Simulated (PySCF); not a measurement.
A structure optimised at PBE0-D3(BJ)/def2-SVP, used in a PySCF frequency run:

```
Ge
F 1 1.7498
N 1 1.8035 2 113.98
H 3 1.0148 1 117.33 2 -71.91
H 3 1.0157 4 110.46 1 -135.38
N 1 1.8115 2 102.56 3 114.33
H 6 1.0153 1 115.86 2 177.11
H 6 1.0154 7 110.03 1 133.28
H 1 1.5367 2 104.42 6 126.81
```

Write its SMILES and formula.

[NH2][GeH]([NH2])[F], FGeH₅N₂

What are its rotational constants (standard atomic weights)?

5.7907, 5.1843, 3.3587 GHz
